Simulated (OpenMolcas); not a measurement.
## O²⁺: effect of correlating more closed shells

```yaml
Program: OpenMolcas 26.06
Basis: ANO-L-VTZP [4s3p2d1f]
Scalar_Hamiltonian: non-relativistic, point nucleus
Active_space: 4 electrons in 4 orbitals (2s 2p)
State_averaging: 2S+1 = 3 even, 6 roots; 2S+1 = 1 even, 11 roots; 2S+1 = 5 odd, 1 root; 2S+1 = 3 odd, 9 roots; 2S+1 = 1 odd, 8 roots
Spin-orbit_coupling: state interaction with AMFI integrals over the reference wave functions, term energies averaged over their components
```

Methods on the same reference wave functions:
A. CASSCF
B. MS-CASPT2, IPEA 0.25 Eh, imaginary shift 0.1 Eh (closed shells correlated: none)
C. MS-CASPT2, IPEA 0.25 Eh, imaginary shift 0.1 Eh (closed shells correlated: 1s)

Energies in cm-1 above 2s2 2p2 3P0, the measured ground level; measured values from Moore, Selected Tables of Atomic Spectra, NSRDS-NBS 3, section 11.

```tsv
Level	A	B	C	Measured
2s2 2p2 3P0	0.0	0.0	0.0	0.0
2s2 2p2 3P1	105	105	105	113
2s2 2p2 3P2	310	310	310	
2s2 2p2 1D2	22551	20580	20600	20273
2s2 2p2 1S0	40370	43000	43040	43186
2s 2p3 5S* 2	48563	57150	57180	60325
2s 2p3 3D* 2	122527	118250	118170	
2s 2p3 3D* 1	122527	118250	118170	
2s 2p3 3D* 3	122529	118250	118170	
2s 2p3 3P* 0	144671	142090	142010	
2s 2p3 3P* 1	144672	142090	142010	
2s 2p3 3P* 2	144673	142090	142010	
2s 2p3 1D* 2	201554	189010	188670	187054
2s 2p3 3S* 1	208753	199610	198980	197088
2s 2p3 1P* 1	223498	212570	212230	210462
```

Deviations, from unrounded energies. A percentage is the sum of absolute deviations over the sum of measured energies, with the sign that they share, or ± where signs differ.

```
                        Against measurement  Levels     A     B     C
             mean absolute deviation (cm-1)       7  8000  1500  1300
      fine structure of the ground term (%)       1  -7.3  -7.1  -7.0
other terms of the ground configuration (%)       2  ±8.0  ±0.8  ±0.7
                   other configurations (%)       4  ±7.8  ±1.5  ±1.3
```

C lies closest to measurement on these levels and A furthest from it. The largest miss of C in the table is 2s 2p3 5S* 2, by -3100 cm-1. The ranking rests on the paired levels alone, and a cruder setting can come out closer through cancelling errors.

Between B and C the level of the table that moves most is 2s 2p3 3S* 1, by 630 cm-1 (lowest in C, highest in B). Moves below CASPT2's spread within the term are not significant.

The mean deviations of B to C differ by less than CASPT2's widest spread within a term (360 cm-1), so their order carries little weight.

From A to B the spin-free energies of the other terms of 2s2 2p2 shown, above 3P, scale by factors of 0.91 to 1.07.

The lowest spin-free term lies below A's lowest term by 0.067 hartree in B, 0.071 hartree in C.

What an inner shell adds also hangs on whether the basis holds functions to correlate it.

CASPT2 does not keep the components of a term degenerate, so their means are used; among the terms shown or strongly mixed into the levels shown the widest spread is 360 cm-1 (2s 2p3 3D*, B). Measured partners are found by configuration, term and J. A level has none where our copy of the source lacks it or the pairing is in doubt (some pairs that miss far off the trend of their configuration count as doubtful), and it then counts in no deviation. Only configurations of the active space appear. Levels that lie high or do not pair safely by name in every column are left out.

* marks odd parity.
